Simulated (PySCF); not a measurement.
How methods differ on the excitation energy of Si²⁺

Si²⁺ [Ne] 3s2 (1S) → Si²⁺ [Ne] 3s1 3d1 (3D), as a difference of total energies. All numbers are calculated (PySCF 2.14, no relativity, point nucleus, in dyall-av3z (19s12p3d2f, 84 functions)). Correlated levels: valence: [Ne] frozen; virtual orbitals above 40 to 60 times the deepest correlated orbital energy dropped. The calculations carry no spin-orbit coupling.

```csv
method,excitation energy (cm⁻¹)
UHF,136640
MP2 (valence),142550
SCS-MP2 (valence),144780
CCSD (valence),144650
```

The promoted electron is Rydberg-like, and one or two diffuse shells describe it only roughly, which tends to raise the upper state.

With two correlated electrons CCSD is exact in that space.
